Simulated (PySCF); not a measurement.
CH$_{7}$BGeO$_{2}$ (SMILES OB(O)[CH2][GeH3]), singlet, at a GFN2-xTB geometry; CASCI(4,6)+NEVPT2/STO-3G (PySCF).

PySCF was given this input:
```python
from pyscf import gto, scf, mcscf, mrpt
import numpy

mol = gto.M(
    atom='''
Ge    1.203387    0.578561    0.041665
C    -0.524045    0.319197   -0.874444
B    -1.426087   -0.696090   -0.033693
O    -1.365525   -2.033963   -0.217255
O    -2.249911   -0.278779    0.953439
H     2.075172    1.529831   -0.725965
H     1.032820    1.147990    1.414682
H     1.964866   -0.701783    0.180898
H    -0.319791   -0.049636   -1.881063
H    -0.997935    1.296232   -0.983379
H    -0.776757   -2.334869   -0.907007
H    -2.288550    0.665490    1.094208
''',
    basis='sto-3g',
    charge=0,
    spin=0,
    verbose=4,
)

mf = scf.RHF(mol)
mf.kernel()
mc = mcscf.CASCI(mf, 6, 4)
mc.fix_spin_(ss=0.0)
mc.kernel()
occ = numpy.linalg.eigvalsh(mc.fcisolver.make_rdm1(mc.ci, mc.ncas, mc.nelecas))[::-1]
ss = mc.fcisolver.spin_square(mc.ci, mc.ncas, mc.nelecas)[0]
print('natural occupations', occ.round(4), ' <S^2>', round(ss, 4))
e2 = mrpt.NEVPT(mc).kernel()
print('E(NEVPT2) = %.10f' % (mc.e_tot + e2))
```

The log (banner, timings and long lists left out):

```
PySCF version 2.14.0

[INPUT] verbose = 4
[INPUT] num. atoms = 12
[INPUT] num. electrons = 66
[INPUT] charge = 0
[INPUT] spin (= nelec alpha-beta = 2S) = 0
[INPUT] symmetry False subgroup None
[INPUT] Mole.unit = angstrom
[INPUT] Symbol           X                Y                Z      unit          X                Y                Z       unit  Magmom
[INPUT]  1 Ge     1.203387000000   0.578561000000   0.041665000000 AA    2.274071851862   1.093321836354   0.078735438980 Bohr   0.0
[INPUT]  2 C     -0.524045000000   0.319197000000  -0.874444000000 AA   -0.990301526948   0.603194909783  -1.652459671269 Bohr   0.0
[INPUT]  3 B     -1.426087000000  -0.696090000000  -0.033693000000 AA   -2.694913859803  -1.315419458048  -0.063670542315 Bohr   0.0
[INPUT]  4 O     -1.365525000000  -2.033963000000  -0.217255000000 AA   -2.580468266247  -3.843633017499  -0.410552449192 Bohr   0.0
[INPUT]  5 O     -2.249911000000  -0.278779000000   0.953439000000 AA   -4.251715594646  -0.526815959280   1.801738586479 Bohr   0.0
[INPUT]  6 H      2.075172000000   1.529831000000  -0.725965000000 AA    3.921506741366   2.890961606869  -1.371875026020 Bohr   0.0
[INPUT]  7 H      1.032820000000   1.147990000000   1.414682000000 AA    1.951746935973   2.169386693739   2.673361533352 Bohr   0.0
[INPUT]  8 H      1.964866000000  -0.701783000000   0.180898000000 AA    3.713058611470  -1.326177668876   0.341847676482 Bohr   0.0
[INPUT]  9 H     -0.319791000000  -0.049636000000  -1.881063000000 AA   -0.604317407101  -0.093798445919  -3.554693893053 Bohr   0.0
[INPUT] 10 H     -0.997935000000   1.296232000000  -0.983379000000 AA   -1.885823840118   2.449523473897  -1.858316986649 Bohr   0.0
[INPUT] 11 H     -0.776757000000  -2.334869000000  -0.907007000000 AA   -1.467857995339  -4.412262946737  -1.713994823063 Bohr   0.0
[INPUT] 12 H     -2.288550000000   0.665490000000   1.094208000000 AA   -4.324732722373   1.257593838637   2.067753443308 Bohr   0.0

nuclear repulsion = 331.863818125361
number of shells = 27
number of NR pGTOs = 135
number of NR cGTOs = 45
basis = sto-3g
ecp = {}

******** <class 'pyscf.scf.hf.RHF'> ********
method = RHF
initial guess = minao
damping factor = 0
level_shift factor = 0
DIIS = <class 'pyscf.scf.diis.CDIIS'>
diis_start_cycle = 1
diis_space = 8
diis_damp = 0
SCF conv_tol = 1e-09
SCF conv_tol_grad = None
SCF max_cycles = 50
direct_scf = True
direct_scf_tol = 1e-13
Set gradient conv threshold to 3.16228e-05
Initial guess from minao.
init E= -2263.35877612786
  HOMO = -0.456019182274615  LUMO = 0.049436907030957  gap/eV = 13.75416
cycle= 1 E= -2265.27388170123  delta_E= -1.92  |g|= 0.647  |ddm|=    4
  HOMO = -0.26675706022821  LUMO = 0.372425796137976  gap/eV = 17.39305
cycle= 2 E= -2265.41706364278  delta_E= -0.143  |g|= 0.155  |ddm|= 1.05
  HOMO = -0.328746327065257  LUMO = 0.365712869911422  gap/eV = 18.89720
cycle= 3 E= -2265.42445215769  delta_E= -0.00739  |g|= 0.0334  |ddm|= 0.228
  HOMO = -0.340968850108238  LUMO = 0.356148782048671  gap/eV = 18.96954
cycle= 4 E= -2265.42493011198  delta_E= -0.000478  |g|= 0.0071  |ddm|= 0.0587
  HOMO = -0.3393891667095  LUMO = 0.35762268163886  gap/eV = 18.96666
cycle= 5 E= -2265.42495603343  delta_E= -2.59e-05  |g|= 0.0015  |ddm|= 0.0166
  HOMO = -0.339624238796309  LUMO = 0.357919980196698  gap/eV = 18.98115
cycle= 6 E= -2265.42495730599  delta_E= -1.27e-06  |g|= 0.000433  |ddm|= 0.0031
  HOMO = -0.339576276118533  LUMO = 0.357979200599535  gap/eV = 18.98145
cycle= 7 E= -2265.42495743464  delta_E= -1.29e-07  |g|= 5.41e-05  |ddm|= 0.00122
  HOMO = -0.339584597605511  LUMO = 0.357969416933342  gap/eV = 18.98141
cycle= 8 E= -2265.42495743698  delta_E= -2.34e-09  |g|= 1.19e-05  |ddm|= 0.000151
  HOMO = -0.339582477398187  LUMO = 0.357971565316959  gap/eV = 18.98141
cycle= 9 E= -2265.42495743711  delta_E= -1.34e-10  |g|= 2.71e-06  |ddm|= 3.73e-05
  HOMO = -0.339582735296946  LUMO = 0.357971273892153  gap/eV = 18.98141
Extra cycle  E= -2265.42495743711  delta_E= 4.55e-12  |g|= 1.29e-06  |ddm|= 5.68e-06
converged SCF energy = -2265.42495743711

******** <class 'pyscf.mcscf.casci.CASCI'> ********
CAS (2e+2e, 6o), ncore = 31, nvir = 8
natorb = False
canonicalization = True
sorting_mo_energy = False
******** <class 'pyscf.fci.addons.SpinPenaltyFCISolver'> ********
max. cycles = 200
conv_tol = 1e-08
davidson only = True
linear dependence = 1e-12
level shift = 0.001
max iter space = 12
nroots = 1
pspace_size = 400
spin = None
Density matrix diagonal elements [1.99217643e+00 1.99821511e+00 7.60671661e-03 1.12229073e-03
 2.16331885e-05 8.57816478e-04]
CASCI converged
CASCI E = -2265.43054275425  E(CI) = -3.55292599457061  S^2 = 0.0000000
natural occupations [1.9982e+00 1.9922e+00 8.1000e-03 1.3000e-03 2.0000e-04 0.0000e+00]  <S^2> 0.0

******** <class 'pyscf.mrpt.nevpt2.NEVPT'> ********
NEVPT2 (2e+2e, 6o), ncore = 31, nvir = 8
root = 0
Natural occ [1.99823978e+00 1.99217643e+00 8.09847763e-03 1.25619650e-03
 2.07486912e-04 2.16328096e-05]
Natural orbital (expansion on meta-Lowdin AOs) in CAS space
               #1        #2        #3        #4        #5
0 Ge 1s         -0.00007  -0.00000   0.00006   0.00040   0.00002
0 Ge 2s          0.00049   0.00000  -0.00065  -0.00394  -0.00024
0 Ge 3s         -0.00037  -0.00000   0.00071   0.00291   0.00024
0 Ge 4s          0.06584   0.00000  -0.06369  -0.46004  -0.02666
0 Ge 2px        -0.00043   0.00001   0.00028   0.00087  -0.00058
0 Ge 2py        -0.00015  -0.00003   0.00003   0.00006  -0.00090
0 Ge 2pz        -0.00010  -0.00002   0.00016   0.00056   0.00092
0 Ge 3px         0.00724  -0.00023  -0.00467  -0.01310   0.00858
0 Ge 3py         0.00257   0.00046  -0.00063  -0.00099   0.01340
0 Ge 3pz         0.00162   0.00031  -0.00259  -0.00841  -0.01360
0 Ge 4px        -0.31666   0.01161   0.13183   0.44524  -0.27982
0 Ge 4py        -0.10909  -0.02305  -0.00067   0.03873  -0.43528
0 Ge 4pz        -0.07566  -0.01538   0.10059   0.27828   0.44122
0 Ge 3dxy        0.03576   0.00418  -0.01460  -0.01663  -0.06854
0 Ge 3dyz       -0.02345   0.00432   0.00694  -0.00370   0.05574
0 Ge 3dz^2      -0.01301   0.00698   0.00589   0.01207   0.01391
0 Ge 3dxz       -0.05747  -0.00112   0.00141  -0.04380   0.04053
0 Ge 3dx2-y2    -0.01938   0.00112  -0.00756  -0.04254  -0.00533
1 C 1s           0.00083  -0.00000   0.00018  -0.00628   0.00088
1 C 2s          -0.05513   0.00000  -0.03270   0.37599  -0.05222
1 C 2px          0.49377  -0.00534  -0.01856   0.46048  -0.04807
1 C 2py          0.29609   0.01060  -0.01343   0.05386  -0.04584
1 C 2pz         -0.07091   0.00707   0.00611   0.26711   0.03242
2 B 1s           0.00096   0.00000   0.00045   0.00146  -0.00019
2 B 2s          -0.09414   0.00000  -0.03241  -0.07765   0.03506
2 B 2px         -0.14929   0.00091   0.64425  -0.09173  -0.14381
2 B 2py         -0.18462  -0.00180  -0.04996  -0.02087  -0.12787
2 B 2pz          0.16401  -0.00120   0.56159  -0.03800   0.08308
3 O 1s           0.00007   0.00001  -0.00033  -0.00021   0.00207
3 O 2s          -0.09590  -0.00096   0.01845   0.00754  -0.12694
3 O 2px          0.11601  -0.52579  -0.22985   0.01858  -0.06114
3 O 2py          0.32608   0.04215   0.02610   0.03062  -0.00921
3 O 2pz         -0.23720  -0.46940  -0.22637   0.01423   0.07696
4 O 1s           0.00007  -0.00001  -0.00033  -0.00021   0.00207
4 O 2s          -0.09590   0.00097   0.01845   0.00754  -0.12694
4 O 2px          0.18091   0.52934  -0.23523   0.03682  -0.01788
4 O 2py          0.19726  -0.04922   0.03678  -0.00558  -0.09508
4 O 2pz         -0.32312   0.46468  -0.21925  -0.00992   0.01969
5 H 1s          -0.23960   0.00000   0.04895   0.16650   0.50260
6 H 1s          -0.01433  -0.02832  -0.02566   0.11778  -0.19328
7 H 1s          -0.01433   0.02832  -0.02566   0.11778  -0.19328
8 H 1s           0.02906  -0.00640   0.09191  -0.04455   0.08239
9 H 1s           0.02906   0.00640   0.09191  -0.04455   0.08239
10 H 1s          0.07194   0.00102  -0.02857   0.01047   0.20094
11 H 1s          0.07194  -0.00102  -0.02857   0.01047   0.20094
               #6
0 Ge 1s         -0.00000
0 Ge 2s          0.00000
0 Ge 3s         -0.00000
0 Ge 4s          0.00000
0 Ge 2px        -0.00058
0 Ge 2py         0.00115
0 Ge 2pz         0.00077
0 Ge 3px         0.00860
0 Ge 3py        -0.01706
0 Ge 3pz        -0.01138
0 Ge 4px        -0.27986
0 Ge 4py         0.55542
0 Ge 4pz         0.37046
0 Ge 3dxy        0.04452
0 Ge 3dyz        0.04837
0 Ge 3dz^2       0.08102
0 Ge 3dxz       -0.01661
0 Ge 3dx2-y2     0.01848
1 C 1s           0.00000
1 C 2s          -0.00000
1 C 2px         -0.05411
1 C 2py          0.10738
1 C 2pz          0.07162
2 B 1s           0.00000
2 B 2s           0.00000
2 B 2px         -0.02173
2 B 2py          0.04312
2 B 2pz          0.02876
3 O 1s          -0.00031
3 O 2s           0.01771
3 O 2px          0.00935
3 O 2py          0.02870
3 O 2pz         -0.00437
4 O 1s           0.00031
4 O 2s          -0.01771
4 O 2px         -0.02185
4 O 2py         -0.00389
4 O 2pz          0.02092
5 H 1s          -0.00000
6 H 1s          -0.43378
7 H 1s           0.43378
8 H 1s           0.17653
9 H 1s          -0.17653
10 H 1s         -0.00565
11 H 1s          0.00565
<CAS-nat-orb|mo-hf>  32     33       0.99999381
<CAS-nat-orb|mo-hf>  33     32       1.00000000
<CAS-nat-orb|mo-hf>  34     34       0.96329902
<CAS-nat-orb|mo-hf>  35     35       0.86733937
<CAS-nat-orb|mo-hf>  35     37       0.44491531
<CAS-nat-orb|mo-hf>  36     35      -0.48142841
<CAS-nat-orb|mo-hf>  36     37       0.86368710
<CAS-nat-orb|mo-hf>  37     36       1.00000000
Sr    (-1)',   E = -0.00279562545431
Si    (+1)',   E = -0.00487098011648
Sijrs (0)  ,   E = -0.08759822099353
Sijr  (+1) ,   E = -0.04539376925385
Srsi  (-1) ,   E = -0.01385991182197
Srs   (-2) ,   E = -0.00230612036334
Sij   (+2) ,   E = -0.01961364298219
Sir   (0)' ,   E = -0.02358239287151
Nevpt2 Energy = -0.200020663857176
E(NEVPT2) = -2265.6305634181
```
